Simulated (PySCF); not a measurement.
NMR data simulated for an unnamed compound:

$^{1}$H NMR (600 MHz, computed): δ 8.03 (m, 2H), 7.08 (m, 2H), 1.30 (s, 6H).

$^{13}$C{$^{1}$H} NMR (computed): δ 170.5 (C), 141.0 (CH), 136.8 (C), 116.9 (CH), 11.6 (CH3).

Calculated, not measured (PySCF): PBE0-D3(BJ)/def2-SVP structure, shieldings: GIAO B97-2/pcSseg-1. One computed conformer, non-relativistic Hamiltonian, gas phase, one averaged value for each set of equivalent atoms.

Shifts are taken against calculated references (same method and geometry level): TMS for $^{1}$H (σref 31.38), $^{13}$C (σref 183.69).

Task: Which of these does the molecule contain: a vinyl group CH=CH2, a nitrile, a benzene ring, an ester?

Result: 
- A vinyl group CH=CH2: no.
- A nitrile: no.
- A benzene ring: yes.
- An ester: no.

The data belong to `InChI=1S/C8H10BF/c1-9(2)7-3-5-8(10)6-4-7/h3-6H,1-2H3`; they needn't prove each group on their own.

Carbon signals by region: 1 in the far downfield region (above 160 ppm), 3 in the sp2 and nitrile region (100–160 ppm), 1 below 50 ppm. Above 160 ppm: 170.5, aromatic carbon bearing fluorine.

A carbon bonded to boron is broadened by the quadrupolar boron nucleus and is often missing from a measured spectrum. Splittings by $^{19}$F in the carbon and heteronuclear signals aren't shown, as no couplings were computed. Shifts are as computed. Against solution values, carbons near 30 ppm lie about +1 ppm off and those near 130 ppm about +2 ppm. Of 1211 compounds with measured shifts, 218 miss one by over three times the rms of a fit or turn the order of signals round; such compounds aren't used in these exercises. No couplings were computed; multiplicities are counted from neighbouring protons, with m where these are inequivalent, close in shift, in a saturated or five-membered ring or joined by F or P, and br s for small geminal =CH2 splittings.
